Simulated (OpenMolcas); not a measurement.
## Se IV: the spin-orbit constant, worked from levels

```yaml
Program: OpenMolcas
Basis: ANO-RCC-VTZP [6s5p3d1f]
Scalar_Hamiltonian: DKH2, point nucleus
Active_space: 3 electrons in 9 orbitals (RAS2 4s 4p; RAS3 4d, at most 2 electrons)
State_averaging: 2S+1 = 4 odd, 1 root; 2S+1 = 2 odd, 11 roots; 2S+1 = 4 even, 3 roots; 2S+1 = 2 even, 9 roots
Spin-orbit_coupling: RASSI with atomic mean-field integrals over the reference wave functions, term energies averaged over their components
```

Methods: RASSCF; MS-RASPT2, IPEA 0.25 Eh, imaginary shift 0.1 Eh (closed shells correlated: 3d). Measured levels: Moore, Atomic Energy Levels, vol. II, NSRDS-NBS 35 (1971 reprint of NBS Circular 467, 1952).

**The spin-orbit constant.** For the Hund term ²P° of p1, E(J) = (A/2) J(J+1) + constant and ζ = 2S·A = A. From J = 1/2 to J = 3/2 the energy changes by 1.5 A.

```
   Source  E(3/2) - E(1/2)       A     ζ
   RASSCF           3919.0  2612.7  2613
MS-RASPT2           3929.3  2619.5  2620
 measured           4376.0  2917.3  2917
```

All in cm-1. MS-RASPT2 is off by -10.2 % and RASSCF by -10.4 %. Both methods take the spin-orbit matrix elements from the reference wave functions, so the second can move ζ only through the term energies and any multistate remixing.

Active for correlation alone: 4d; no level in the range computed is led by a configuration that fills it, so any true level of that kind is missing. Computed and measured levels are paired by configuration, term and J; levels that our copy of the source lacks, or whose pairing is in doubt (as where it misses far off the trend of its configuration), stay unpaired and out of the deviations. Levels of configurations outside the active space are missing.

° marks odd parity.
